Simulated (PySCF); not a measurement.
**Core binding energy against partial charge**

Compound: C6H7BN2.
Geometry (PBE0-D3(BJ)/def2-SVP, Å), atoms numbered from 1 in this order:
```xyz
16
C6H7BN2 angstrom
C      3.2693   -1.2926   -0.1184
C      2.8277   -0.0297   -0.2259
C      1.4624    0.3507   -0.1465
C      0.2952    0.7112   -0.0859
B     -1.1494    1.1887    0.0038
C     -1.4613    2.7148   -0.0313
N     -1.7020    3.8489   -0.0587
N     -2.2274    0.3154    0.1185
C     -2.1751   -1.1239    0.1657
H      4.3362   -1.5177   -0.1871
H      2.5808   -2.1263    0.0409
H      3.5465    0.7833   -0.3845
H     -3.1592    0.7117    0.1785
H     -2.6022   -1.5114    1.1052
H     -2.7320   -1.5745   -0.6722
H     -1.1296   -1.4525    0.1007
```

Binding energies: delta-SCF UKS SCAN, pcX-2 on the ionised atom, pcseg-1 elsewhere, spin-free X2C in PySCF. Charges: PBE0/pcSseg-1 ground-state density, for the ionised atom.

| atom | environment | C 1s (eV) | Mulliken (e) | IAO (e) | Hirshfeld (e) | ESP (e) |
| --- | --- | --- | --- | --- | --- | --- |
| C4 | alkyne carbon | 289.87 | -0.203 | -0.161 | -0.121 | -0.120 |
| C1 | terminal =CH2 carbon | 290.48 | -0.137 | -0.263 | -0.064 | -0.394 |
| C3 | alkyne carbon | 290.56 | +0.052 | 0.000 | -0.021 | -0.065 |
| C6 | cyano carbon | 291.31 | -0.106 | +0.034 | +0.001 | +0.245 |
| C2 | alkene CH carbon | 291.48 | -0.325 | -0.153 | -0.031 | -0.028 |
| C9 | N-methyl carbon | 292.10 | -0.108 | -0.296 | -0.052 | -0.136 |

Task: How well does each charge scheme correlate with the binding energies over these sites?

Result: Hirshfeld: r = 0.57, slope 11.0 eV per e; ESP: r = 0.32, slope 1.3 eV per e; Mulliken: r = -0.12, slope -0.8 eV per e; IAO: r = -0.18, slope -1.1 eV per e. Hirshfeld charges have the highest r, on only 6 points.

Task: The point-charge model writes a binding energy as kq + V + constant, with V the potential of the other atoms' charges at the site. What does it give with the Mulliken charges?

Result: V = Σ 14.40 eV Å × q/r over all other atoms: +2.81 eV at C4, +1.38 eV at C1, -2.77 eV at C3, +0.08 eV at C6, +2.62 eV at C2, +2.64 eV at C9. Fitting binding energy − V to q gives k = 13.7 eV per e and leaves an rms residual of 1.22 eV, against 0.73 eV for the fit on q alone. The model has no term for differences in relaxation between sites.

Spin contamination (⟨S²⟩ against 0.75 for a pure doublet) is marked for C 1s of C4 (0.87), C 1s of C3 (0.92) and C 1s of C2 (0.94), which makes these values less certain. The structure is a single PBE0-D3(BJ)/def2-SVP conformer in the gas phase; no vibrational or solvent corrections.
